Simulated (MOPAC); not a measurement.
Input for MOPAC: PM6 on BH3OS (SMILES OBS), a point of a torsion scan.

```
PM6 1SCF PRECISE CHARGE=0 THREADS=1
BH3OS

O     -1.15006599 1    -0.65197429 1     0.07217183 1
B     -0.10575322 1     0.17438983 1     0.12737320 1
S      1.44863964 1    -0.53276186 1     0.69285844 1
H     -1.99342036 1    -0.31322115 1    -0.22307134 1
H     -0.14682788 1     1.31375317 1    -0.16715111 1
H      2.18244098 1     0.56929792 1     0.60155750 1
```

Program output:

```
*******************************************************************************
 **                                                                           **
 **                              MOPAC v23.2.5                                **
 **                                                                           **
 *******************************************************************************
 ** MOPAC's Digital Object Identifier: https://doi.org/10.5281/zenodo.6511958 **
 **                                                                           **
 ** Please cite the open-source release paper for use of this MOPAC version:  **
 ** J. E. Moussa and J. J. P. Stewart (2026)                                  **
 ** MOPAC: An open-source semiempirical molecular orbital program             **
 ** J. Open Source Softw., 11(119), 8025, https://doi.org/10.21105/joss.08025 **
 *******************************************************************************

                              PM6 CALCULATION RESULTS

 *******************************************************************************
 *  PM6        - The PM6 Hamiltonian to be used
 *
 *
 *
 *                 CHARGE ON SYSTEM = 0
 *
 *
 *
 *  PRECISE    - TIGHTER CRITERIA TO BE USED
 *  1SCF       - DO 1 SCF AND THEN STOP
 *  THREADS=1  - MULTI-THREADING NOT USED
 *  T=         - A TIME OF 172800.0 SECONDS REQUESTED
 *  DUMP=N     - RESTART FILE WRITTEN EVERY 7200.0 SECONDS REQUESTED
 *******************************************************************************
PM6 1SCF PRECISE CHARGE=0 THREADS=1
 BH3OS

   ATOM   CHEMICAL          X               Y               Z
  NUMBER   SYMBOL      (ANGSTROMS)     (ANGSTROMS)     (ANGSTROMS)

     1       O         -1.15006599  *  -0.65197429  *   0.07217183  *
     2       B         -0.10575322  *   0.17438983  *   0.12737320  *
     3       S          1.44863964  *  -0.53276186  *   0.69285844  *
     4       H         -1.99342036  *  -0.31322115  *  -0.22307134  *
     5       H         -0.14682788  *   1.31375317  *  -0.16715111  *
     6       H          2.18244098  *   0.56929792  *   0.60155750  *



          CARTESIAN COORDINATES

    NO.       ATOM           X           Y           Z

     1         O         -1.1501     -0.6520      0.0722
     2         B         -0.1058      0.1744      0.1274
     3         S          1.4486     -0.5328      0.6929
     4         H         -1.9934     -0.3132     -0.2231
     5         H         -0.1468      1.3138     -0.1672
     6         H          2.1824      0.5693      0.6016

 General Reference for PM6:
 "Optimization of Parameters for Semiempirical Methods V: Modification of NDDO Approximations
 and Application to 70 Elements", J. J. P. Stewart, J. Mol. Mod., 13, 1173-1213 (2007)
 URL: https://link.springer.com/article/10.1007/s00894-007-0233-4

           Empirical Formula: H3 O B S  =     6 atoms



      MOLECULAR POINT GROUP   :   Cs


      RHF CALCULATION, NO. OF DOUBLY OCCUPIED LEVELS = 9


 -------------------------------------------------------------------------------
 PM6 1SCF PRECISE CHARGE=0 THREADS=1
 BH3OS



     1SCF WAS SPECIFIED, SO BFGS WAS NOT USED
     SCF FIELD WAS ACHIEVED


                              PM6 CALCULATION
                                                       MOPAC v23.2.5 Linux




          FINAL HEAT OF FORMATION =        -83.76384 KCAL/MOL =    -350.46789 KJ/MOL


          COSMO AREA              =         92.26 SQUARE ANGSTROMS
          COSMO VOLUME            =         75.54 CUBIC ANGSTROMS

          IONIZATION POTENTIAL    =          9.394119 EV
          HOMO LUMO ENERGIES (EV) =         -9.394  0.255
          NO. OF FILLED LEVELS    =          9
          MOLECULAR WEIGHT        =         61.8931         POINT GROUP:  Cs

          MOLECULAR DIMENSIONS (Angstroms)

            Atom       Atom       Distance
            H     6    H     4     4.34703
            H     5    S     3     2.22485
            O     1    H     6     0.00029


          SCF CALCULATIONS        =          1





   ATOM   CHEMICAL          X               Y               Z
  NUMBER   SYMBOL      (ANGSTROMS)     (ANGSTROMS)     (ANGSTROMS)

     1       O         -1.15006599  *  -0.65197429  *   0.07217183  *
     2       B         -0.10575322  *   0.17438983  *   0.12737320  *
     3       S          1.44863964  *  -0.53276186  *   0.69285844  *
     4       H         -1.99342036  *  -0.31322115  *  -0.22307134  *
     5       H         -0.14682788  *   1.31375317  *  -0.16715111  *
     6       H          2.18244098  *   0.56929792  *   0.60155750  *

                             CARTESIAN COORDINATES

   1    O       -1.150065990    -0.651974290     0.072171830
   2    B       -0.105753220     0.174389830     0.127373200
   3    S        1.448639640    -0.532761860     0.692858440
   4    H       -1.993420360    -0.313221150    -0.223071340
   5    H       -0.146827880     1.313753170    -0.167151110
   6    H        2.182440980     0.569297920     0.601557500


           Empirical Formula: H3 O B S  =     6 atoms



      MOLECULAR POINT GROUP   :   Cs


                  EIGENVALUES
 -31.20518 -29.65361 -20.56942 -16.68559 -14.14199 -13.78795 -12.95857 -10.08617
  -9.39412   0.25455   0.48643   0.87357   2.14595   2.31974   2.35598   2.51022
   3.18866   3.71455   4.21458   5.57919


              NET ATOMIC CHARGES AND DIPOLE CONTRIBUTIONS

  ATOM NO.   TYPE          CHARGE      No. of ELECS.   s-Pop       p-Pop       d-Pop
    1          O          -0.480053        6.4801     1.68760     4.79245
    2          B           0.222348        2.7777     1.02608     1.75157
    3          S          -0.325744        6.3257     1.91245     4.28920     0.12410
    4          H           0.343231        0.6568     0.65677
    5          H           0.053461        0.9465     0.94654
    6          H           0.186757        0.8132     0.81324
 DIPOLE           X         Y         Z       TOTAL
 POINT-CHG.    -1.094     2.855    -0.986     3.212
 HYBRID        -0.382    -0.650     0.067     0.757
 SUM           -1.476     2.205    -0.919     2.808


          ATOMIC ORBITAL ELECTRON POPULATIONS

     Atom    s        px        py        pz      x^2-y^2     xz        z^2       yz        xy
    1  O   1.68760   1.34796   1.69227   1.75222
    2  B   1.02608   0.61828   0.75187   0.38142
    3  S   1.91245   1.17937   1.29895   1.81088   0.01711   0.00942   0.02889   0.00714   0.06154
    4  H   0.65677
    5  H   0.94654
    6  H   0.81324

 **********************
 *                    *
 * JOB ENDED NORMALLY *
 *                    *
 **********************




 == MOPAC DONE ==
```

The run finished.

Cost: very roughly 0.03 core-seconds.
